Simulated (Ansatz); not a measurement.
Compare A (`C[SiH](O)[Si](O)(O)O`) with its isomer B (`CO[Si](O)(O)O[SiH3]`).

Calculated with Ansatz (gas phase, PBE0-D4/def2-TZVP geometries, no zero-point term in ΔE). CCSD(T)/CBS is the MP2 limit (def2-TZVPP, def2-QZVPP) plus CCSD(T) − MP2 in def2-TZVPP, frozen cores. Functionals use def2-TZVPP. B3LYP here is the variant with VWN-RPA as its local correlation; programs differ in this. Each species was taken in one conformer, which may not be the lowest.

Q: Which is lower in electronic energy at CCSD(T)/CBS, and by how much? (Estimate.)

A: Computed: B, by 12.1 kcal/mol.

Q: Give E(B) − E(A) in kcal/mol with HF/def2-TZVPP, CCSD/def2-TZVPP, r2SCAN-D4, ωB97M-V, B3LYP, PBE0-D4, CCSD(T)/def2-TZVPP. (Best estimate.)

A: Ansatz gave: HF/def2-TZVPP -24.3, CCSD/def2-TZVPP -15.0, r2SCAN-D4 -10.6, ωB97M-V -12.5, B3LYP -13.2, PBE0-D4 -8.0, CCSD(T)/def2-TZVPP -13.5. None reverses the order clearly.

Largest T1 diagnostic: 0.012.

In def2-TZVPP, CCSD(T) changes the Hartree–Fock value by +10.8 kcal/mol (the triples alone add +1.5 kcal/mol) and MP2 by +11.5 kcal/mol. From PBE to PBE0 (25 % exact exchange), in def2-TZVPP and without D4, E(B) − E(A) moves by −3.3 kcal/mol.
